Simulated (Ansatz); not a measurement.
Consider the ligand exchange at the Si–S bond: `C[O][AlH][S][SiH3]` + `[NH2][Al]([OH])[F]` → `[NH2][Al]([F])[O][SiH3]` + `C[O][AlH][SH]`.

Gas-phase electronic energies from Ansatz, PBE0-D4/def2-TZVP geometries. CCSD(T)/CBS adds triple-zeta CCSD(T) − MP2 to the extrapolated MP2 energy (def2 sets, frozen cores). Functionals use def2-TZVPP. B3LYP here is the variant with VWN-RPA as its local correlation; programs differ in this. Each species was taken in one conformer, which may not be the lowest.

```csv
level,ΔE (eV)
B3LYP-D4,-0.57
ωB97X-V,-0.55
B2PLYP,-0.62
PBE,-0.44
r2SCAN,-0.52
MP2/def2-TZVPP,-0.54
SCS-MP2/def2-QZVPP,-0.59
MP2/CBS(def2),-0.49
```

Question: What does CCSD(T)/CBS give? (Estimate.)

Answer: The calculation gave: -0.53 eV. The listed levels differ from it by -0.04, -0.02, -0.09, 0.09, 0.01, -0.01, -0.06, 0.04 eV.

Largest T1 diagnostic among the species: 0.012.

From PBE to PBE0 (25 % exact exchange), in def2-TZVPP and without D4, ΔE moves by −0.04 eV. The D4 term adds +0.08 eV with B3LYP and +0.04 eV with PBE0; it sums over pairs of atoms, weighted by their polarisabilities, and B3LYP, whose exchange is more repulsive, gets the larger term.
